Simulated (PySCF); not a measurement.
Species: para-fluorobenzonitrile, C7H4FN.
SMILES with atom numbers: `[N:1]#[C:2][c:3]1[cH:4][cH:5][c:6]([F:7])[cH:8][cH:9]1` (hydrogens: H10 on C4; H11 on C5; H12 on C8; H13 on C9)

Structure used (PBE0-D3(BJ)/def2-SVP), in Å, numbered top down from 1:
```xyz
13
C7H4FN angstrom
N      3.6012   -0.7019   -0.1791
C      2.4706   -0.4947   -0.0277
C      1.0751   -0.2378    0.1588
C      0.1738   -1.3065    0.2825
C     -1.1806   -1.0598    0.4627
C     -1.6239    0.2576    0.5176
F     -2.9174    0.4942    0.6894
C     -0.7498    1.3334    0.3980
C      0.6042    1.0831    0.2178
H      0.5435   -2.3322    0.2359
H     -1.9021   -1.8722    0.5619
H     -1.1416    2.3506    0.4479
H      1.3077    1.9118    0.1213
```

Computed, not measured: PySCF 2.14.0, density-fitted response routines, TDDFT PBE0/def2-SVPD, vertical, gas phase, core orbitals frozen in the response.

Ground-to-excited transition dipoles (e·a0, same axes as the geometry; the sign carries no meaning), for the states with f of 0.002 or more among the lowest 9:

| state | E (eV) | μx | μy | μz |
| --- | --- | --- | --- | --- |
| S2 | 5.602 | 1.278 | -0.235 | -0.170 |
| S4 | 6.563 | -0.258 | -1.427 | 0.039 |
| S5 | 6.820 | 1.695 | -0.311 | -0.226 |
| S8 | 7.330 | 0.015 | 0.000 | 0.111 |
| S9 | 7.476 | -0.857 | 0.158 | 0.114 |

Q: What oscillator strength does each state have?

A: f = (2/3) ΔE |μ|² with ΔE in hartree (27.2114 eV).

```
state  |μ|² (au)  |μ| (D)      f
   S2      1.718     3.33  0.236
   S4      2.104     3.69  0.338
   S5      3.021     4.42  0.505
   S8      0.013     0.29  0.002
   S9      0.772     2.23  0.141
```

Q: What is the point group, and which symmetry does each of these states have?

A: C2v. From a totally symmetric ground state, an allowed state transforms like the component of the dipole operator along its μ. Polarised along the twofold axis, so A1: S2, S5 and S9. Polarised across the twofold axis, so B1 or B2: S4 and S8. Which of B1 and B2 hangs on the choice of axes; S4 takes one label and S8 the other.

Q: All atoms lie in one plane. Which transitions are polarised in it and which across it?

A: In the plane: S2, S4, S5 and S9. Perpendicular: S8. States polarised in the plane are symmetric under reflection in it, those polarised across it antisymmetric.

Q: Which bond between heavy atoms lies closest to the direction of the S5 transition dipole?

A: C2–C3, C6–F7, N1–C2, C8–C9 and C4–C5, at 0° from it; next C3–C9 and C3–C4 at 60°.

Q: What angle do the transition dipoles of S2 and S5 make?

A: |cos θ| = |μa·μb| / (|μa| |μb|) = 1.00, so θ ≈ 0° (taken between 0 and 90°, since the signs are arbitrary).

Q: What peak molar absorption coefficient would the strongest computed level give as a lone Gaussian band 0.3 eV wide at half height?

A: ε(max) = 2.175×10⁸ f / FWHM, with the width in cm⁻¹. S5: 2.175×10⁸ × 0.5048 / 2420 ≈ 45000 L mol⁻¹ cm⁻¹.

All these states lie below the vertical ionisation energy of 9.65 eV (ΔSCF).
